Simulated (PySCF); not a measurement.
SnI3, SMILES [I][Sn-]([I])[I], charge -1. Geometry: PBE-D3(BJ)/def2-SVPD. The isomer is the one that the SMILES or the coordinates give; other isomers of the formula were not compared. The def2 effective core potentials stand for the cores of I, Sn; spin–orbit coupling is left out.

Computed equilibrium geometry at PBE-D3(BJ)/def2-SVPD (PySCF confirms it by a frequency run) as bond lengths and angles, and its point group:
point group C3v.
Atoms: Sn1 I2 I3 I4. Bonded distances (Å): Sn1–I2 2.905, Sn1–I3 2.905, Sn1–I4 2.905. Angles (°): I2–Sn1–I3 99.8, I2–Sn1–I4 99.8, I3–Sn1–I4 99.8.
Charge -1, spin multiplicity 1.
